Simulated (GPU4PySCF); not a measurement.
di-tert-butyl disulfide (C8H18S2), SMILES CC(C)(C)SSC(C)(C)C.

Geometry optimised at ωB97M-D3(BJ)/def2-TZVP. The values are those of a single conformer.

Calculation: TDDFT-PBE/def2-SVPD run with GPU4PySCF.

Vertical excitations. 

Q: Estimate the UV-visible absorptions. (An estimate is asked for; the answer gives what the named calculation found.)

A: 
```
state  energy (eV)  λ (nm)      f                            main pairs
-----  -----------  ------  -----  ------------------------------------
S1            4.29     289  0.003                        HOMO→LUMO 98 %
S2            4.98     249  0.002                     HOMO→LUMO+2 100 %
S3            5.05     246  0.011                      HOMO−1→LUMO 98 %
S4            5.24     237  0.004                      HOMO→LUMO+1 96 %
S5            5.55     223  0.007                      HOMO→LUMO+3 97 %
S6            5.72     217  0.004                    HOMO−1→LUMO+2 99 %
S7            5.72     217  0.013                      HOMO→LUMO+4 92 %
S8            5.91     210  0.045                      HOMO→LUMO+5 95 %
S9            5.93     209  0.005                      HOMO→LUMO+6 99 %
S10           5.98     207  0.045                    HOMO−1→LUMO+1 92 %
S11           6.27     198  0.002  HOMO−1→LUMO+3 53 %, HOMO→LUMO+7 47 %
S12           6.28     197  0.011  HOMO→LUMO+7 51 %, HOMO−1→LUMO+3 45 %
T1            3.75     331      0                        HOMO→LUMO 99 %
T2            4.46     278      0                      HOMO−1→LUMO 99 %
T3            4.70     264      0                      HOMO→LUMO+1 99 %
T4            4.93     251      0                      HOMO→LUMO+2 99 %
```
Triplets are in the Tamm–Dancoff approximation, which puts them higher than full response would, so one can lie above its singlet here.
